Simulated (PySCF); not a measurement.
**Electron correlation in Cu (copper, neutral)**

[Ar] 3d9 4s1 5s1, high-spin 4D determinant (an excited configuration). Computed with PySCF 2.14 in aug-cc-pwCVDZ-PP with ECP10MDF (6s6p5d3f, 70 functions), with scalar relativity through the core potential. Frozen: 3s2 3p6; 11 electrons correlated.

| level | correlation energy (mhartree) |
| --- | --- |
| CCSD | -355.36 |
| (T) | -10.36 |
| CCSD(T) | -365.72 |

Diagnostics: T1 = 0.013, D1 = 0.0431, largest double amplitude 0.048.

Task: Is a single reference adequate?

Result: Yes: T1 lies below 0.03 and no double amplitude reaches 0.07.
